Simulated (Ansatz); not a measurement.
`C[CH2][Al]([OH])[SH]` + `B[SeH]` → `B[Se]CC` + `[OH][AlH][SH]`  (substitution at a C–Al bond)

Computed with Ansatz on PBE0-D4/def2-TZVP structures; ΔE is electronic, products minus reactants. CCSD(T)/CBS adds triple-zeta CCSD(T) − MP2 to the extrapolated MP2 energy (def2 sets, frozen cores). Functionals use def2-TZVPP. For Se outer-core shells are correlated without core-valence functions, which leaves a few kJ/mol of doubt a bond. Scalar relativity is left out up to krypton. One conformer a species, not always the lowest.

```json
{"level": "PBE-D4", "ΔE (kcal/mol)": "6.5", "difference from CCSD(T)/CBS": "0.3"}
{"level": "r2SCAN-D4", "ΔE (kcal/mol)": "7.1", "difference from CCSD(T)/CBS": "0.9"}
{"level": "PBE0-D4", "ΔE (kcal/mol)": "7.0", "difference from CCSD(T)/CBS": "0.8"}
{"level": "B2PLYP", "ΔE (kcal/mol)": "6.4", "difference from CCSD(T)/CBS": "0.2"}
{"level": "PBE", "ΔE (kcal/mol)": "6.7", "difference from CCSD(T)/CBS": "0.5"}
{"level": "r2SCAN", "ΔE (kcal/mol)": "7.1", "difference from CCSD(T)/CBS": "0.9"}
{"level": "PBE0", "ΔE (kcal/mol)": "7.0", "difference from CCSD(T)/CBS": "0.8"}
{"level": "HF/def2-TZVPP", "ΔE (kcal/mol)": "6.6", "difference from CCSD(T)/CBS": "0.4"}
{"level": "MP2/CBS(def2)", "ΔE (kcal/mol)": "5.7", "difference from CCSD(T)/CBS": "-0.5"}
{"level": "CCSD/CBS(def2)", "ΔE (kcal/mol)": "6.6", "difference from CCSD(T)/CBS": "0.4"}
{"level": "CCSD(T)/CBS", "ΔE (kcal/mol)": "6.2", "difference from CCSD(T)/CBS": "0"}
```

Largest T1 diagnostic among the species: 0.013.
